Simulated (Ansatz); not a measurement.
## Worked example: CH7O2Si2 → CH4O2Si + SiH3

Species: CH7O2Si2 `CO[Si](O)[SiH3]`, doublet; CH4O2Si `CO[Si]O`, singlet; SiH3 (silyl radical) `[SiH3]`, doublet. 

Shapes, held fixed at every level: PBE0-D4/def2-TZVP. Flexible molecules stand in one conformer, not always the lowest. Programs: Ansatz 0.2.0. Electronic energies: no zero-point or thermal term.

At CCSD(T)/CBS estimate; 1 Eh = 2625.50 kJ/mol:

| species | energy (Eh) |
| --- | --- |
| CH7O2Si2 | -770.791247 |
| CH4O2Si | -479.936368 |
| SiH3 | -290.808079 |

Q: Work out ΔE of the reaction at this level.

A: 
1. Products less reactants: (-479.936368) + (-290.808079) − [(-770.791247)] = 0.046800 Eh = +122.9 kJ/mol.

Other levels give +104.8 (HF/def2-TZVPP) to +139.3 kJ/mol (r2SCAN-D4/def2-TZVPP). No measured value is set beside it here. Open shells run unrestricted unless RO is named. The CBS estimate extrapolates MP2 from def2-TZVPP and def2-QZVPP and adds CCSD(T) − MP2 in the triple-zeta set, cores frozen.
